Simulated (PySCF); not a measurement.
C₈H₆O₂, SMILES O=Cc1ccccc1C=O (GFN2-xTB optimised geometry):

```
16

O     -2.680    -1.716     0.000
C     -1.474    -1.732     0.000
C     -0.651    -0.500     0.000
C     -1.331     0.717     0.000
C     -0.652     1.921     0.000
C      0.735     1.924     0.000
C      1.425     0.727     0.000
C      0.758    -0.500     0.000
C      1.598    -1.709     0.000
O      1.241    -2.859     0.000
H     -0.913    -2.676     0.000
H     -2.411     0.687     0.000
H     -1.198     2.852     0.000
H      1.276     2.859     0.000
H      2.506     0.735     0.000
H      2.680    -1.463     0.000
```

Calculation: PySCF 2.14.0 with CAM-B3LYP/def2-TZVP.

Q: What are the frontier orbital energies and the dipole moment?

A: HOMO-2 -9.42 eV, HOMO-1 -9.28 eV, HOMO -8.73 eV, LUMO -1.64 eV, LUMO+1 -0.48 eV; dipole moment 5.19 D.

Meta-Löwdin charges at CAM-B3LYP/def2-TZVP: O1 -0.40, C2 0.27, C3 -0.03, C4 -0.09, C5 -0.09, C6 -0.10, C7 -0.10, C8 -0.04, C9 0.28, O10 -0.40, H11 0.11, H12 0.14, H13 0.13, H14 0.13, H15 0.12, H16 0.07.
